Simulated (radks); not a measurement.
Values are calculated unless marked as measured or tabulated.
Coherent X-ray form factor from a spherical all-electron density. Code: a radial shooting solver on a logarithmic mesh with Libxc functionals. Model: scalar-relativistic Kohn-Sham, r2SCAN, spin-polarised, spherical densities, finite nucleus; meta-GGA in the generalised Kohn-Sham scheme; Fermi nuclear charge, rms radius of each element as measured or else 0.836 A^(1/3) + 0.57 fm.

sin(theta)/lambda (1/angstrom)  f0 (electrons)
0.05                                    20.497
0.1                                     19.233
0.15                                    17.665
0.2                                     16.085
0.25                                    14.589
0.3                                     13.204
0.4                                     10.858
0.5                                      9.153
0.6                                      8.009
0.8                                      6.672
1                                        5.746
1.25                                     4.653
1.5                                      3.658
2                                        2.290

The species is in the configuration that NIST lists as its ground one. Which atom or ion scatters so?

Answer. The titanium ion Ti+, [Ar] 3d2 4s1. Extrapolating in s^2 from the first two rows gives f0(0) = 20.9, near the electron count 21; among species with that count, the fall with angle is slower the higher Z, and the table is that of Z = 22; from so few rows the species is fixed only to a neighbour or two.
